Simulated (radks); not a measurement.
Values are calculated unless marked as measured or tabulated.
Question: Zr4+, 36 electrons, occupied as [Kr] (the NIST ground configuration). Level of theory: Dirac Kohn-Sham, PBE, spin-unpolarised, spherical densities, finite nucleus; Fermi nuclear charge, rms radius 4.2694 fm (a radial shooting solver on a logarithmic mesh with Libxc functionals).

Spin-orbit splittings of the eigenvalues, e(l+1/2) - e(l-1/2), with zeta = 2 splitting/(2l+1) and mean radii in bohr:

shell  occ.  splitting (eV)  zeta (eV)  <r> j=l-1/2  <r> j=l+1/2
2p        6           85.85      57.24       0.1387       0.1430
3p        6           13.68      9.122       0.4547       0.4652
3d       10               ?          ?       0.4499       0.4535
4p        6           1.922      1.282        1.298        1.324
4d        0          0.2202    0.08809        1.702        1.712

Estimate the 3d splitting.

Answer: 2.502 eV (zeta = 1.001 eV).
